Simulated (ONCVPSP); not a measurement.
**Transferability test, ONCV potential for gallium**

```
Element                 : Ga (Z = 31)
Generator               : ONCVPSP 4.0.1
Type                    : optimised norm-conserving Vanderbilt (ONCV)
Functional              : PBE
Relativity              : scalar-relativistic
Frozen core             : [Ar] 3d10
Valence charge          : 3
Reference configuration : 4s2 4p1
Partial waves           : 4s: rc 2.10 bohr, ncon 3, nbas 7, qcut 3.6 1/bohr, local; 4p: rc 2.30 bohr, ncon 4, nbas 8, qcut 3 1/bohr, 2 projectors, debl 2 Ha
Local potential         : the s channel
Core correction         : polynomial model core, fcfact 0.7
```

Energies are relative to the spin-unpolarised reference configuration 4s2 4p1; without spin polarisation the order of configurations can differ from experiment.

```tsv
valence configuration	charge	ΔE all-electron (eV)	error AE − PS (meV)
4s1 4p0	+2	26.817	-177
4s2 4p0.5	+0.5	2.030	-1.6
4s1 4p2	0	6.538	-22
```

Question: What are ΔE and the potential's error for 4s2 4p0?

Answer: ΔE = 5.688 eV all-electron; the error (AE − PS) is -10 meV.
